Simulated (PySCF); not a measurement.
Spinor energies of Mo³³⁺ (molybdenum, charge +33)

Start: [He] 2s2 2p5; 2p1/2 filled at m_j = -1/2, +1/2; 2p3/2 filled at m_j = -1/2, +1/2, +3/2. Calculated with PySCF 2.14 in an even-tempered Gaussian basis (17 s from 13 bohr⁻², ratio 2.4; 12 p from 17 bohr⁻², ratio 2.4; 5 d from 66 bohr⁻², ratio 2.6; 4 f from 98 bohr⁻², ratio 2.6): generalised Hartree-Fock with the X2C-1e Hamiltonian and a Gaussian nucleus; one run each with spin-orbit coupling (SO) switched off, then screened by Boettger's factors.

```tsv
spinor shell	electrons	ε, spin-free (eV)	ε, screened SO (eV)	weight of nominal j (screened SO)	rms radius, screened SO (bohr)
1s1/2	2	-22138.3	-22135.4	1.000	0.0403
2s1/2	2	-4744.5	-4743.7	1.000	0.161
2p1/2	2	-4472.5	-4548.6	0.995	0.140
2p3/2	3	-4472.5	-4436.0	0.997	0.144
```

```tsv
quantity	spin-free	screened SO
E (hartree)	-3082.64605	-3084.36387
M_J	3/2	3/2
⟨J²⟩	3.750	3.750
⟨L²⟩	2.000	2.002
⟨S²⟩	0.750	0.752
```

Each row is a mean over spinors that exchange with the open shell spreads, by up to 33.249 eV (2s1/2).

Breit and QED terms are absent; they matter most for the inner s and p1/2 levels.

Densities and radii are taken from the X2C orbitals without a picture-change correction, which distorts them close to the nucleus.

Without spin-orbit coupling the j labels of p, d and f shells carry no meaning; the spin-free column gives the mean over the occupied spinors of each nl shell.
